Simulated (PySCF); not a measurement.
# Computed records: CH$_{9}$NSi$_{2}$, BFH$_{3}$OSi, BClFH$_{2}$Si, FH$_{4}$OSi$_{2}$ and others

All values are calculated (PySCF 2.14.0). Calculation on a computer-drawn molecule: optimised geometry and harmonic frequencies of an isolated molecule of the commonest isotopes, restricted reference for singlets and unrestricted otherwise, frozen core in MP2.

Common to all runs: multiplicity 1.

(1) CH$_{9}$NSi$_{2}$

Start structure:
```xyz
13
CH9NSi2
N     -1.8535     1.4372    -3.4738
Si    -0.8004     0.7083    -2.2526
C     -1.2934     0.9109    -0.4741
Si     0.0044     0.1840     0.8113
H     -2.6968     0.9018    -3.5532
H     -2.0039     2.3610    -3.4862
H     -0.6146    -0.6716    -2.6562
H      0.3878     1.5394    -2.5087
H     -1.4222     1.8983    -0.2274
H     -2.2706     0.3578    -0.2969
H     -0.5215     0.4142     2.1502
H      1.2508     0.9546     0.6835
H      0.1932    -1.2205     0.5708
```

It was run with charge 0, method HF and basis cc-pV(D+d)Z.

It finds rotational constants 15.26, 1.65, 1.57 GHz; total energy -675.4686 hartree; convergence status largest gradient component 2.77e-05 hartree/bohr.

Drawn bonds:
```csv
atom,other atom,order
1,2,1
2,3,1
3,4,1
1,5,1
1,6,1
2,7,1
2,8,1
3,9,1
3,10,1
4,11,1
4,12,1
4,13,1
```

Optimised structure:
```xyz
13
CH9NSi2
N     -1.9112     1.3887    -3.4270
Si    -0.7698     0.7591    -2.2985
C     -1.2538     0.8893    -0.4794
Si    -0.0382     0.2161     0.7926
H     -2.7813     0.9088    -3.5654
H     -2.0571     2.3800    -3.4769
H     -0.5754    -0.6732    -2.6250
H      0.4968     1.5027    -2.4955
H     -1.4366     1.9456    -0.2433
H     -2.2106     0.3704    -0.3369
H     -0.5680     0.3951     2.1666
H      1.2622     0.9240     0.7016
H      0.2024    -1.2312     0.5737
```

Modes:
```csv
frequency (cm⁻¹),reduced mass (dalton)
51.75,1.974
123.1,1.256
145.1,3.455
180,1.055
261.2,3.478
442.8,1.416
476.8,1.056
559.7,1.14
579.4,1.857
719.5,1.087
755.7,2.138
785.1,2.355
863.7,4.227
910.5,1.423
970.9,1.141
982.2,1.213
1005,1.099
1033,1.048
1037,1.104
1037,1.034
1105,1.057
1173,1.56
1499,1.09
1697,1.109
2293,1.05
2293,1.05
2301,1.024
2302,1.052
2312,1.024
3150,1.06
3199,1.101
3766,1.051
3855,1.095
```

(2) BFH$_{3}$OSi

Start structure:
```xyz
7
BFH3OSi
O     -2.5570     0.2067     1.9338
Si    -1.1798     1.1935     1.5159
B      0.4541     0.0315     1.3532
F      0.4721    -1.3076     1.0238
H     -2.3820    -0.4124     2.6203
H     -0.8423     1.9039     2.8292
H      1.5779     0.5126     1.3285
```

It was run with charge -1, method MP2 and basis aug-cc-pV(D+d)Z.

Results for BFH$_{3}$OSi: rotational constants 11.91, 3.119, 2.536 GHz; total energy -490.3579 hartree; convergence status largest gradient component 3.33e-05 hartree/bohr.

Drawn bonds:
```csv
atom,other atom,order
1,2,1
2,3,1
3,4,1
1,5,1
2,6,1
3,7,1
```

Optimised structure:
```xyz
7
BFH3OSi
O     -2.6253     0.2401     1.9551
Si    -1.1170     1.0943     1.5911
B      0.4884    -0.0038     1.3820
F      0.5426    -1.3384     0.9053
H     -2.4745    -0.4153     2.6485
H     -0.8549     2.0006     2.7795
H      1.5838     0.5508     1.3432
```

Modes:
```csv
frequency (cm⁻¹),reduced mass (dalton)
101.8,4.722
220,1.431
254.7,3.02
273.5,1.761
465.8,1.965
577.1,3.331
696.3,6.781
742,1.462
804.4,1.167
900.8,1.155
989.1,2.345
1140,2.029
2071,1.041
2462,1.088
3840,1.067
```

(3) BClFH$_{2}$Si

Start structure:
```xyz
6
BClFH2Si
B     -0.1291     1.0513     0.2386
Si     0.8145    -0.5313     1.1257
F      1.6734    -0.2624     2.4002
Cl     0.7694    -2.3962     0.5529
H      0.4771     1.6288    -0.6021
H     -1.2265     1.2965     0.6168
```

Settings of this run: charge 1, method MP2 and basis cc-pV(D+d)Z.

It finds rotational constants 6.396, 3.371, 2.253 GHz; total energy -873.9838 hartree; convergence status largest gradient component 1.476e-05 hartree/bohr.

Drawn bonds:
```csv
atom,other atom,order
1,2,1
2,3,1
2,4,1
1,5,1
1,6,1
```

Optimised structure:
```xyz
6
BClFH2Si
B     -0.1250     1.0408     0.2414
Si     0.8187    -0.5263     1.1329
F      1.6898    -0.2485     2.4268
Cl     0.7487    -2.3877     0.5264
H      0.4804     1.6214    -0.6108
H     -1.2337     1.2870     0.6155
```

Modes:
```csv
frequency (cm⁻¹),reduced mass (dalton)
143.3,4.456
148.8,1.029
209,4.585
250.1,14.63
516.5,7.89
662.9,1.333
749.3,12.96
901.9,1.416
991.2,12.5
1138,1.109
2690,1.042
2832,1.136
```

(4) FH$_{4}$OSi$_{2}$

Start structure:
```xyz
8
FH4OSi2
O      0.4052    -1.3909    -1.0037
Si    -0.5169    -0.8609     0.0700
Si    -0.9683     1.2955    -0.6439
F     -1.8485     1.9552     0.3840
H      0.8343    -2.2058    -1.1864
H      0.1685    -0.6691     1.4515
H     -1.8251    -1.4708     0.2049
H     -0.8233     2.4624    -1.6527
```

Settings of this run: charge 1, method HF and basis cc-pV(D+d)Z.

The calculation gives: rotational constants 12.52, 2.035, 1.788 GHz; total energy -754.3086 hartree; convergence status largest gradient component 3.219e-05 hartree/bohr.

Drawn bonds:
```csv
atom,other atom,order
1,2,1
2,3,1
3,4,1
1,5,1
2,6,1
2,7,1
3,8,1
```

Optimised structure:
```xyz
8
FH4OSi2
O      0.4011    -1.2485    -1.1144
Si    -0.5239    -0.9081     0.1719
Si    -1.0438     1.3491    -0.5240
F     -1.9644     2.2442     0.3815
H      0.8483    -2.0689    -1.2854
H      0.1635    -0.7612     1.4574
H     -1.8187    -1.5894     0.2511
H     -0.6362     2.0984    -1.7143
```

Modes:
```csv
frequency (cm⁻¹),reduced mass (dalton)
27.39,4.904
114.9,5.347
207.5,1.089
220,13.05
406.1,1.09
414.7,7.1
633,1.29
746.9,1.148
753.2,1.176
856.3,1.166
912,1.512
975.3,2.615
1009,5.104
1032,1.237
2394,1.028
2411,1.056
2425,1.045
4113,1.068
```

(5) AlBClH$_{2}$O

Start structure:
```xyz
6
AlBClH2O
O     -0.4948     1.0558    -0.7908
B     -1.5917     0.8315     0.4145
Al    -1.2046     2.6334    -0.4406
Cl    -1.7175    -0.6669     0.9908
H      0.1135     0.2516    -1.1171
H     -1.2137     4.0937    -0.8588
```

Settings of this run: charge 1, method HF and basis cc-pV(D+d)Z.

Results for AlBClH$_{2}$O: rotational constants 6.637, 2.726, 1.933 GHz; total energy -801.9628 hartree; convergence status largest gradient component 1.256e-05 hartree/bohr.

Drawn bonds:
```csv
atom,other atom,order
1,2,1
2,3,1
2,4,1
1,5,1
3,6,1
```

Optimised structure:
```xyz
6
AlBClH2O
O     -0.0931     0.4253    -0.9748
B     -1.0284     0.8612    -0.1541
Al    -1.4398     2.9894    -0.3154
Cl    -1.9274    -0.0811     1.0024
H      0.1257    -0.5028    -0.9437
H     -1.7458     4.5071    -0.4164
```

Modes:
```csv
frequency (cm⁻¹),reduced mass (dalton)
128.1,4.933
313.4,7.032
326.7,1.649
436.1,1.304
483.1,6.151
501.3,2.024
682.1,1.231
851.7,4.68
1151,1.437
1467,10.74
2129,1.047
4043,1.066
```
